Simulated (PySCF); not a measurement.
Isomers of C6H14Si2, mass 142.063 u with the commonest isotopes. Theory: PBE0/pcSseg-1 in PySCF (dipole) on a GFN2-xTB geometry, gas phase. One conformer each, none proved a minimum here; rigid rotors.

**Question.** Order these by out-of-plane moment Σ m c² = (Ia + Ib − Ic)/2, smallest first.
A. `[CH2:1]=[CH:2][CH2:3]/[C:4](=[CH:5]/[SiH3:6])[CH2:7][SiH3:8]` with C1–C2–C3–C4 -116°, C2–C3–C4–C5 96°, C3–C4–C7–Si8 -84°
B. `[CH2:1]1[CH2:2][SiH2:3][Si@@H:4]([CH:5]2[CH2:6][CH2:7]2)[CH2:8]1` with Si3–Si4–C5–C6 -88°, C8–C1–C2–Si3 54°, C1–C2–Si3–Si4 -28°, C2–Si3–Si4–C5 -114°, Si4–C5–C6–C7 -110°
C. `[CH2:1]=[CH:2][Si@H:3]([SiH2:4][CH3:5])[CH:6]1[CH2:7][CH2:8]1` with C1–C2–Si3–Si4 101°, C2–Si3–Si4–C5 87°, C2–Si3–C6–C7 164°

**Answer.** B (32.23 u·Å²), A (35.74 u·Å²), C (59.71 u·Å²).

**Question.** Order these by rotational constant A, smallest first.
A. `[CH2:1]1[CH2:2][SiH2:3][Si@@H:4]([CH:5]2[CH2:6][CH2:7]2)[CH2:8]1` with Si3–Si4–C5–C6 -88°, C8–C1–C2–Si3 54°, C1–C2–Si3–Si4 -28°, C2–Si3–Si4–C5 -114°, Si4–C5–C6–C7 -110°
B. `[CH2:1]=[CH:2][CH2:3]/[C:4](=[CH:5]/[SiH3:6])[CH2:7][SiH3:8]` with C1–C2–C3–C4 -116°, C2–C3–C4–C5 96°, C3–C4–C7–Si8 -84°
C. `[CH2:1]=[CH:2][Si@H:3]([SiH2:4][CH3:5])[CH:6]1[CH2:7][CH2:8]1` with C1–C2–Si3–Si4 101°, C2–Si3–Si4–C5 87°, C2–Si3–C6–C7 164°

**Answer.** B (1381 MHz), C (1519 MHz), A (2719 MHz).

**Question.** Order these by rotational constant B, smallest first.
A. `[CH2:1]=[CH:2][Si@H:3]([SiH2:4][CH3:5])[CH:6]1[CH2:7][CH2:8]1` with C1–C2–Si3–Si4 101°, C2–Si3–Si4–C5 87°, C2–Si3–C6–C7 164°
B. `[CH2:1]=[CH:2][CH2:3]/[C:4](=[CH:5]/[SiH3:6])[CH2:7][SiH3:8]` with C1–C2–C3–C4 -116°, C2–C3–C4–C5 96°, C3–C4–C7–Si8 -84°
C. `[CH2:1]1[CH2:2][SiH2:3][Si@@H:4]([CH:5]2[CH2:6][CH2:7]2)[CH2:8]1` with Si3–Si4–C5–C6 -88°, C8–C1–C2–Si3 54°, C1–C2–Si3–Si4 -28°, C2–Si3–Si4–C5 -114°, Si4–C5–C6–C7 -110°

**Answer.** C (855.1 MHz), B (922.1 MHz), A (1040 MHz).

```
                   SMILES  point group  Ia (u·Å²)  Ib (u·Å²)  Ic (u·Å²)      κ  μa (D)  μb (D)  μc (D)
 C=CC/C(=C/[SiH3])C[SiH3]           C1     366.01     548.07     842.60  -0.17    0.67    0.76    0.17
C1C[SiH2][Si@@H](C2CC2)C1           C1     185.89     591.01     712.43  -0.85    0.35    0.54    0.53
  C=C[Si@H]([SiH2]C)C1CC1           C1     332.60     485.83     699.00  -0.20    0.18    0.14    0.02
```
